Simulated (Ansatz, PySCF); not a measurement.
Potential energy curve for SMILES [SeH2] (H₂Se). The Se1–H3 bond (Se1 also carries H; H3 carries nothing else) is stretched with both fragments frozen at the PBE0/def2-TZVP optimised geometry.

UHF/cc-pVDZ (PySCF); RHF/cc-pVDZ (PySCF); UKS-r2SCAN = unrestricted r2SCAN/cc-pVDZ (PySCF); RKS-r2SCAN = restricted r2SCAN/cc-pVDZ (PySCF); UKS-PBE0 = unrestricted PBE0/cc-pVDZ (PySCF); RKS-PBE0 = restricted PBE0/cc-pVDZ (PySCF 2.14.0); UKS-BHandHLYP = unrestricted BHandHLYP/cc-pVDZ in PySCF; RKS-BHandHLYP = PySCF 2.14.0 with restricted BHandHLYP/cc-pVDZ; UKS-PBE = unrestricted PBE/cc-pVDZ in Ansatz (an electronic-structure program); RKS-PBE = restricted PBE/cc-pVDZ (Ansatz); UKS-B3LYP/6-31G* = PySCF with unrestricted B3LYP/6-31G*, spherical d; RKS-B3LYP/6-31G* = restricted B3LYP/6-31G*, spherical d (PySCF); UKS-BP86/6-31G* = unrestricted BP86/6-31G*, spherical d in PySCF; RKS-BP86/6-31G* = restricted BP86/6-31G*, spherical d run with PySCF.

Scanned distances (Å): 1.17, 1.25, 1.32, 1.39, 1.42, 1.47, 1.52, 1.57, 1.61, 1.69, 1.84, 1.97, 2.18, 2.42, 2.65, 2.90, 3.25, 3.59, 3.93, 4.43, 5.15.

Question: Where does the unrestricted solution first break spin symmetry (<S²> of 0.01 or more)?

Answer: UHF: between 1.84 and 1.97 Å; UKS-r2SCAN: between 2.18 and 2.42 Å; UKS-PBE0: between 2.18 and 2.42 Å; UKS-BHandHLYP: between 1.97 and 2.18 Å; UKS-PBE: between 2.42 and 2.65 Å; UKS-B3LYP/6-31G*: between 2.18 and 2.42 Å; UKS-BP86/6-31G*: between 2.42 and 2.65 Å.

```
R / Å  <S²> UHF  E(RHF) − E(UHF) / mEh  <S²> UKS-r2SCAN  E(RKS-r2SCAN) − E(UKS-r2SCAN) / mEh  <S²> UKS-PBE0  E(RKS-PBE0) − E(UKS-PBE0) / mEh  <S²> UKS-BHandHLYP  E(RKS-BHandHLYP) − E(UKS-BHandHLYP) / mEh  <S²> UKS-PBE  E(RKS-PBE) − E(UKS-PBE) / mEh  <S²> UKS-B3LYP/6-31G*  E(RKS-B3LYP/6-31G*) − E(UKS-B3LYP/6-31G*) / mEh  <S²> UKS-BP86/6-31G*  E(RKS-BP86/6-31G*) − E(UKS-BP86/6-31G*) / mEh
-----  --------  ---------------------  ---------------  -----------------------------------  -------------  -------------------------------  ------------------  -----------------------------------------  ------------  -----------------------------  ---------------------  -----------------------------------------------  --------------------  ---------------------------------------------
1.17       0.00                    0.0             0.00                                  0.0           0.00                              0.0                0.00                                        0.0          0.00                            0.0                   0.00                                              0.0                  0.00                                            0.0
1.25       0.00                    0.0             0.00                                  0.0           0.00                              0.0                0.00                                        0.0          0.00                            0.0                   0.00                                              0.0                  0.00                                            0.0
1.32       0.00                    0.0             0.00                                  0.0           0.00                              0.0                0.00                                        0.0          0.00                            0.0                   0.00                                              0.0                  0.00                                            0.0
1.39       0.00                    0.0             0.00                                  0.0           0.00                              0.0                0.00                                        0.0          0.00                            0.0                   0.00                                              0.0                  0.00                                            0.0
1.42       0.00                    0.0             0.00                                  0.0           0.00                              0.0                0.00                                        0.0          0.00                            0.0                   0.00                                              0.0                  0.00                                            0.0
1.47       0.00                    0.0             0.00                                  0.0           0.00                              0.0                0.00                                        0.0          0.00                            0.0                   0.00                                              0.0                  0.00                                            0.0
1.52       0.00                    0.0             0.00                                  0.0           0.00                              0.0                0.00                                        0.0          0.00                            0.0                   0.00                                              0.0                  0.00                                            0.0
1.57       0.00                    0.0             0.00                                  0.0           0.00                              0.0                0.00                                        0.0          0.00                            0.0                   0.00                                              0.0                  0.00                                            0.0
1.61       0.00                    0.0             0.00                                  0.0           0.00                              0.0                0.00                                        0.0          0.00                            0.0                   0.00                                              0.0                  0.00                                            0.0
1.69       0.00                    0.0             0.00                                  0.0           0.00                              0.0                0.00                                        0.0          0.00                            0.0                   0.00                                              0.0                  0.00                                            0.0
1.84       0.00                    0.0             0.00                                  0.0           0.00                              0.0                0.00                                        0.0          0.00                            0.0                   0.00                                              0.0                  0.00                                            0.0
1.97       0.20                    1.3             0.00                                  0.0           0.00                              0.0                0.00                                        0.0          0.00                            0.0                   0.00                                              0.0                  0.00                                            0.0
2.18       0.58                   15.7             0.00                                  0.0           0.00                              0.0                0.15                                        0.7          0.00                            0.0                   0.00                                              0.0                  0.00                                            0.0
2.42       0.80                   40.6             0.41                                  4.0           0.40                              3.5                0.53                                       10.2          0.00                            0.0                   0.27                                              1.9                  0.00                                            0.0
2.65       0.90                   65.6             0.63                                 13.1           0.70                             14.5                0.75                                       24.6          0.47                            3.3                   0.59                                              9.8                  0.35                                            1.8
2.90       0.95                   90.7             0.79                                 24.1           0.86                             28.7                0.88                                       41.4          0.76                           12.2                   0.80                                             21.3                  0.69                                            8.9
3.25       0.99                  120.6             0.92                                 38.4           0.95                             47.0                0.96                                       62.5          0.91                           25.4                   0.93                                             37.1                  0.88                                              —
3.59       1.00                  143.6             0.97                                    —           0.98                             61.0                0.99                                       78.9          0.97                           35.7                   0.97                                             49.5                  0.95                                              —
3.93       1.01                  161.6             0.99                                    —           1.00                             71.3                1.00                                       91.4          0.99                           43.2                   0.99                                             58.8                  0.98                                              —
4.43       1.01                  180.7             1.00                                    —           1.00                             81.2                1.00                                      104.0          1.00                           50.0                   1.00                                             67.8                  1.00                                              —
5.15       1.01                  197.4             1.00                                    —           1.00                             88.7                1.00                                      114.4          1.00                           54.6                   1.00                                             74.7                  1.00                                              —
```

A dash means that the run gave no value there, or that the column was ended at a point which the program doubted or which failed a test of continuity chosen for this set; such a test can also cut sound points.
